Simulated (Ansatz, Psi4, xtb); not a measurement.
Conformational energy of SMILES C(c1cccc(C#N)c1)=C (C9H7N), singlet. Scanned: dihedral C1–C2–C3–C4; all other coordinates were relaxed at B3LYP-D3(BJ)/def2-SVP. Points at φ and −φ are mirror images. Heavy atoms are numbered in the order of the SMILES C=Cc1cccc(C#N)c1, hydrogens after them in the order of the atoms that carry them; the mirror image has the same energies with the sign of each dihedral reversed.

Levels of theory: wB97X-D/def2-TZVP // B3LYP-D3(BJ)/def2-SVP (Psi4); CCSD(T)/cc-pVDZ = CCSD(T) on RHF/cc-pVDZ, frozen core // B3LYP-D3(BJ)/def2-SVP run with Ansatz (an electronic-structure program); GFN1-xTB // B3LYP-D3(BJ)/def2-SVP (xtb).

Energies in mEh, each method relative to its own lowest point.

```tsv
φ / °	wB97X-D/def2-TZVP	CCSD(T)/cc-pVDZ	GFN1-xTB
-165	0.0	0.0	0.0
-135	1.1	1.0	1.4
-105	4.3	4.0	4.3
-75	4.4	4.0	4.4
-45	1.3	1.1	1.5
-15	0.0	0.0	0.0
15	0.0	0.0	0.0
45	1.3	1.1	1.5
75	4.4	4.0	4.4
105	4.3	4.0	4.3
135	1.1	1.0	1.4
165	0.0	0.0	0.0
```
